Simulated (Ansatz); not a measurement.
Stepwise reaction of `N[Si](N)(Cl)Cl` with hydrogen, as a gas-phase model of exchange steps in deposition or etching. ΔE in kJ/mol; ΔG adds harmonic PBE0-D4 terms to CCSD(T)/CBS, at 1 bar.

Program: Ansatz. Geometries: PBE0-D4/def2-TZVP. ΔE: electronic, gas phase. CCSD(T)/CBS is the MP2 limit (def2-TZVPP, def2-QZVPP) plus CCSD(T) − MP2 in def2-TZVPP, frozen cores. This one scheme is used for every species. DFT in def2-TZVPP. B3LYP here is the variant with VWN-RPA as its local correlation; programs differ in this. One conformer a species, not always the lowest.

```csv
step,reaction,PBE-D4,B3LYP-D4,ωB97M-V,CCSD(T)/CBS,ΔG(600 K)
1,`N[Si](N)(Cl)Cl` + H₂ → `N[SiH](N)Cl` + HCl,89.7,88.5,90.3,87.9,74.9
2,`N[SiH](N)Cl` + H₂ → `N[SiH2]N` + HCl,101.6,100.7,102.8,101.1,94.4
```

By hand: ΔE of the 2 steps together at CCSD(T)/CBS.

(87.9) + (101.1) = 189.0 kJ/mol, or 94.5 kJ/mol a step.

In ΔE each step is higher than the one before. All are uphill at CCSD(T)/CBS. ΔG lies between 74.9 and 94.4 kJ/mol a step. PBE-D4 differs from CCSD(T)/CBS by 0.5 to 1.8 kJ/mol a step. Isolated molecules leave out the surface, adducts and barriers. Largest T1 diagnostic: 0.010.
